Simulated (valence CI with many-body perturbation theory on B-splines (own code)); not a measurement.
# Level structure of Mo XIX

Computed by relativistic CI+MBPT: six valence electrons over a frozen Dirac-Fock core [Ar], radial functions for each j: 7 s, 7 p, 8 d, 6 f, 4 g, 1 h, with the one-electron correlation potential Σ1 (screened to all orders), the two-electron term Σ2, the three-electron term Σ3, Breit, model QED; selected single and double excitations, second order for the rest, scaled by the run's own slope (own B-spline code, finite nucleus).

No measured levels were compared; by estimate terms of the open shell hold to 2 to 4 % of their energy, and close levels can change places. Core correlation moves these levels by up to 9500 cm⁻¹, and in measured spectra 5 to 20 % of such shifts remained as error; rates that hang on mixing are uncertain with them. Among the levels kept, up to 710 cm⁻¹ of a level comes from second order outside the variational space, and about a tenth of that is noise between levels of different J, which matters for small intervals. Only levels of the ground parity were solved; by the run's estimate the other parity begins above the list, which can be wrong where configurations are misplaced.

Levels 1 to 34 of 34, with energies above the lowest level, 3d⁶ ⁵D_4. "Leading %" is the weight of the configuration and term that name the level; weights of strongly mixed levels are sums over their largest components and can fall short. Lifetimes count E1, E2, E3, M1 and M2 decay at the calculated energies, and are blank where another channel may lead or the interval is too uncertain; long ones can be off by a factor of two.

```tsv
No.	Configuration	Term	J	E (eV)	Leading %	Second component	g	Lifetime
1	3d⁶	⁵D	4	0.000	91	8 % 3d⁶ ³F	1.475	
2	3d⁶	⁵D	3	1.982	96		1.484	7.36 ms
3	3d⁶	⁵D	2	2.409	82	14 % 3d⁶ ³P	1.480	453 ms
4	3d⁶	⁵D	1	3.181	89	9 % 3d⁶ ³P	1.486	51.2 ms
5	3d⁶	⁵D	0	3.414	88	10 % 3d⁶ ³P		1.04 s
6	3d⁶	³F	4	7.935	27	27 % 3d⁶ ³H	1.047	1.38 ms
7	3d⁶	³P	2	8.745	73	17 % 3d⁶ ⁵D	1.455	543 μs
8	3d⁶	³H	6	8.915	90	10 % 3d⁶ ¹I	1.148	4240 s
9	3d⁶	³H	5	9.182	61	39 % 3d⁶ ³G	1.097	27.5 ms
10	3d⁶	³F	3	10.544	66	27 % 3d⁶ ³G	1.004	1.14 ms
11	3d⁶	³F	2	10.933	85	12 % 3d⁶ ¹D	0.732	2.04 ms
12	3d⁶	³H	4	11.500	56	40 % 3d⁶ ³F	1.002	926 μs
13	3d⁶	³P	0	12.506	46	45 % 3d⁶ ¹S		494 μs
14	3d⁶	³G	5	12.867	60	39 % 3d⁶ ³H	1.132	2.10 ms
15	3d⁶	³P	1	13.142	61	30 % 3d⁶ ³D	1.199	464 μs
16	3d⁶	³G	4	13.432	72	15 % 3d⁶ ¹G	1.056	2.99 ms
17	3d⁶	³G	3	14.232	65	31 % 3d⁶ ³F	0.864	1.58 ms
18	3d⁶	³D	2	14.298	75	10 % 3d⁶ ³P	1.153	1.73 ms
19	3d⁶	¹I	6	15.011	90	10 % 3d⁶ ³H	1.014	2.08 ms
20	3d⁶	³D	3	15.024	89		1.297	757 μs
21	3d⁶	³D	1	15.322	67	32 % 3d⁶ ³P	0.825	745 μs
22	3d⁶	¹G	4	17.213	69	16 % 3d⁶ ³F	1.013	600 μs
23	3d⁶	³P	0	18.328	78	22 % 3d⁶ ¹S		754 μs
24	3d⁶	¹D	2	18.529	69	11 % 3d⁶ ³F	1.025	620 μs
25	3d⁶	¹F	3	19.083	72	25 % 3d⁶ ³F	1.018	1.91 ms
26	3d⁶	³P	1	22.189	97		1.482	
27	3d⁶	³P	0	22.499	64	34 % 3d⁶ ¹S		212 μs
28	3d⁶	³F	4	23.427	87	9 % 3d⁶ ¹G	1.217	
29	3d⁶	³F	2	23.724	95		0.684	508 μs
30	3d⁶	³F	3	25.328	72	20 % 3d⁶ ¹F	1.070	
31	3d⁶	³P	2	25.541	90	6 % 3d⁶ ¹D	1.454	436 μs
32	3d⁶	¹G	4	26.937	87	11 % 3d⁶ ³F	1.025	
33	3d⁶	¹D	2	34.644	98		0.999	
34	3d⁶	¹S	0	44.185	98			158 μs
```

Names give the largest LS component (configuration and term), which can be under half, so a name can repeat, a term be missing and a line seem to break the LS rules; names also repeat where a configuration has a term twice.

The ionisation energy to 3d⁵ ⁶S5/2 of the next ion comes out as 757.69 eV (NIST: 758 ± 3 eV (theoretical)). All 34 levels together are meant to be complete up to 46.031 eV.
